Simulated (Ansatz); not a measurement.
Si(F)(Me)3 (C3H9FSi), SMILES C[Si](C)(C)F.

Geometry: PBE0-D3(BJ)/def2-SVP.

Two levels are set side by side: PBE/def2-TZVPD (Ansatz, a first-principles code) and CAM-B3LYP/def2-TZVPD (Ansatz). Energy differences of separate SCF runs at the same geometry; the states with an electron removed or added have multiplicity 2 and 2. Differences are taken from unrounded values.

```csv
quantity,CAM-B3LYP
vertical ionisation energy (eV),10.87
vertical singlet–triplet gap (eV),7.92
```

What does PBE give, and how far is it from CAM-B3LYP? (Estimate from the structure and the level; the computed values follow.)


| quantity | PBE | PBE minus CAM-B3LYP |
|---|---|---|
| vertical ionisation energy (eV) | 10.24 | -0.62 |
| vertical singlet–triplet gap (eV) | 7.09 | -0.83 |
